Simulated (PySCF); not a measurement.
AlBr3, charge +1, doublet, at a GFN2-xTB geometry (such geometries of metal compounds can be far from the true shape) (a state made from the parent by changing its charge; the spin is typed, not shown lowest); REVPBE/def2-SVP in PySCF.

Input for PySCF:
```python
from pyscf import gto, scf, dft

mol = gto.Mole()
mol.atom = '''
    Al    0.000000   -0.000000    0.000000
    Br   -1.815629   -1.351222   -0.105452
    Br   -0.015591    2.003118   -1.058633
    Br    1.831221   -0.651896    1.164085
'''
mol.basis = 'def2-svp'
mol.charge = 1
mol.spin = 1
mol.verbose = 4
mol.build()

mf = dft.UKS(mol)
mf.xc = 'revpbe'
mf.grids.atom_grid = (99, 590)
mf.grids.prune = None
mf.kernel()
```

Q: Predict the main parts of the log of this PySCF run.

A: 
```
PySCF version 2.14.0

[INPUT] verbose = 4
[INPUT] num. atoms = 4
[INPUT] num. electrons = 117
[INPUT] charge = 1
[INPUT] spin (= nelec alpha-beta = 2S) = 1
[INPUT] symmetry False subgroup None
[INPUT] Mole.unit = angstrom
[INPUT] Symbol           X                Y                Z      unit          X                Y                Z       unit  Magmom
[INPUT]  1 Al     0.000000000000   0.000000000000   0.000000000000 AA    0.000000000000   0.000000000000   0.000000000000 Bohr   0.0
[INPUT]  2 Br    -1.815629000000  -1.351222000000  -0.105452000000 AA   -3.431041553818  -2.553439513487  -0.199275399288 Bohr   0.0
[INPUT]  3 Br    -0.015591000000   2.003118000000  -1.058633000000 AA   -0.029462720008   3.785344415187  -2.000526436427 Bohr   0.0
[INPUT]  4 Br     1.831221000000  -0.651896000000   1.164085000000 AA    3.460506163552  -1.231904901699   2.199801835714 Bohr   0.0

nuclear repulsion = 814.365996366869
number of shells = 44
number of NR pGTOs = 258
number of NR cGTOs = 114
basis = def2-svp
ecp = {}

******** <class 'pyscf.dft.uks.UKS'> ********
method = UKS
initial guess = minao
damping factor = 0
level_shift factor = 0
DIIS = <class 'pyscf.scf.diis.CDIIS'>
diis_start_cycle = 1
diis_space = 8
diis_damp = 0
SCF conv_tol = 1e-09
SCF conv_tol_grad = None
SCF max_cycles = 50
direct_scf = True
direct_scf_tol = 1e-13
number electrons alpha = 59  beta = 58
XC library pyscf.dft.libxc version 7.1.2
    S. Lehtola, C. Steigemann, M. J. T. Oliveira, and M. A. L. Marques,  SoftwareX 7, 1–5 (2018)
XC functionals = revpbe
    Y. Zhang and W. Yang,  Phys. Rev. Lett. 80, 890 (1998)
    J. P. Perdew, K. Burke, and M. Ernzerhof,  Phys. Rev. Lett. 77, 3865 (1996)
    J. P. Perdew, K. Burke, and M. Ernzerhof,  Phys. Rev. Lett. 78, 1396 (1997)
radial grids:
    Treutler-Ahlrichs [JCP 102, 346 (1995); DOI:10.1063/1.469408] (M4) radial grids

becke partition: Becke, JCP 88, 2547 (1988); DOI:10.1063/1.454033
pruning grids: None
grids dens level: 3
symmetrized grids: False
atomic radii adjust function: <function treutler_atomic_radii_adjust>
User specified grid scheme (99, 590)
small_rho_cutoff = 0
Set gradient conv threshold to 3.16228e-05
tot grids = 233640
init E= -7960.43323203604

cycle= 1 E= -7962.97411371096  delta_E= -2.54  |g|= 0.251  |ddm|= 1.79
cycle= 2 E= -7962.93767669488  delta_E= 0.0364  |g|= 0.314  |ddm|= 0.827
cycle= 3 E= -7962.99978071544  delta_E= -0.0621  |g|= 0.103  |ddm|= 0.565
cycle= 4 E= -7963.00480608821  delta_E= -0.00503  |g|= 0.00738  |ddm|= 0.123
cycle= 5 E= -7963.00482588653  delta_E= -1.98e-05  |g|= 0.00168  |ddm|= 0.0113
cycle= 6 E= -7963.00475145516  delta_E= 7.44e-05  |g|= 0.00824  |ddm|= 0.0239
cycle= 7 E= -7963.00482825374  delta_E= -7.68e-05  |g|= 0.000467  |ddm|= 0.0217
cycle= 8 E= -7963.00482796802  delta_E= 2.86e-07  |g|= 0.000659  |ddm|= 0.00218
cycle= 9 E= -7963.00482837954  delta_E= -4.12e-07  |g|= 0.00027  |ddm|= 0.00233
cycle= 10 E= -7963.00482846181  delta_E= -8.23e-08  |g|= 5.4e-06  |ddm|= 0.000686
cycle= 11 E= -7963.00482846187  delta_E= -5.64e-11  |g|= 1.02e-06  |ddm|= 2.52e-05
Extra cycle  E= -7963.00482846186  delta_E= 3.64e-12  |g|= 1.49e-06  |ddm|= 4.3e-06
converged SCF energy = -7963.00482846186  <S^2> = 0.75145538  2S+1 = 2.0014548
```
